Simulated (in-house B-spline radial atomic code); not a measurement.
The numbers below are computed, except where a source is named.
Building a PAW s channel for Ru, r_c = 2.91 bohr

Ru, [Kr] 4d7 5s1, non-relativistic PBE, spherical and spin-unpolarised, from a B-spline radial code for spherical atoms (atomic units; all potentials screened as in the neutral atom).

Two all-electron partial waves φ1, φ2 are integrated outwards at E1 = ε(5s) = -0.143242 and E2 = E1 + 2 hartree; φ1 is the bound orbital and φ2 has unit norm inside r_c = 2.9062 bohr. Smooth partners are polynomials, r^1(a0 + a1 r² + a2 r⁴ + a3 r⁶), matched to φ and three derivatives at r_c, with no condition on the norm. The local potential is -2.75439 + (0.779381) r² + (-0.0911183) r⁴ + (0.00388347) r⁶ inside 2.4662 bohr and the all-electron one outside.

```csv
wave,φ(r_c),φ'(r_c),a0,a1,a2,a3
1,0.5851118,-0.01427085,0.2265668,0.01585888,-0.003305438,0.0001271623
2,0.9650372,0.9675495,-2.855634,0.845806,-0.07068213,0.001802692
```

Inside r_c the overlaps are <φi φj> = [[0.36296, -0.14497], [-0.14497, 1.00000]] and, for the smooth waves, [[0.43988, -0.75458], [-0.75458, 5.57109]]. With χj = (Ej − T − V_local) applied to smooth wave j, the program's quadrature gives the matrix B_ij = <smooth i, χj> as [[0.23939, -2.46904], [-1.24982, 15.03100]].

(1) Check the match of the first wave, and find the augmentation charges q_ij.

(2) B isn't symmetric. Show that D_ij = B_ij + Ej q_ij is.

Solving (T + V_local + Σ p D p) ψ = E (1 + Σ p q p) ψ in a sphere of 9 bohr, whose wall lifts the free-atom level a little, gives these levels:

```
all-electron  one projector  two projectors
   -0.141657      -0.141657       -0.141657
    0.120063       0.112916        0.119935
    0.491748       0.264772        0.490536
    1.022800       0.528222        0.764729
    1.704470       1.061720        1.023740
```

(3) What does the second projector gain?

## Answers

(1) At r_c the four terms are 0.65845, 0.38927, -0.68526, 0.22266, which sum to 0.5851, φ1(r_c) to rounding. q_ij is the all-electron overlap less the smooth one: [[-0.07692, 0.60961], [0.60961, -4.57109]]. The smooth first wave has a norm of 0.4399 inside r_c against 0.3630, so q11 is negative and must stay small enough for the overlap operator to be positive.

(2) Integrating by parts gives B12 − B21 = (E1 − E2) q12: -2.46904 − (-1.24982) = -1.21922, and −2 × (0.60961) = -1.21922. So D12 = -2.46904 + (1.856758)(0.60961) = -1.33714 and D21 = -1.24982 + (-0.143242)(0.60961) = -1.33714; D11 = 0.25041, D22 = 6.54359. The projectors, p = (B⁻¹)ᵀ χ, are dual to the smooth waves; det B = 0.51.

(3) With one projector the errors are 0.00, -7.15 millihartree, and the level at 0.2648 is out of step with the all-electron series: an extra state, or one far too low, so the pairing ends there; skipping it, the next levels are off by +36.5, +38.9 millihartree. With two the errors are 0.00, -0.13, -1.21 millihartree, and the level at 0.7647 is out of step with the all-electron series: an extra state, or one far too low, so the pairing ends there; skipping it, the next levels are off by +0.9 millihartree. The lowest eigenvalue of the overlap operator is 0.6022 with one and 0.02683 with two projectors. The smooth orbital alone needs a cutoff of 1.84 hartree for 1 millihartree of kinetic energy, against 4.74 for a norm-conserving Troullier-Martins orbital of the same radius, which is no gain while the set fails.
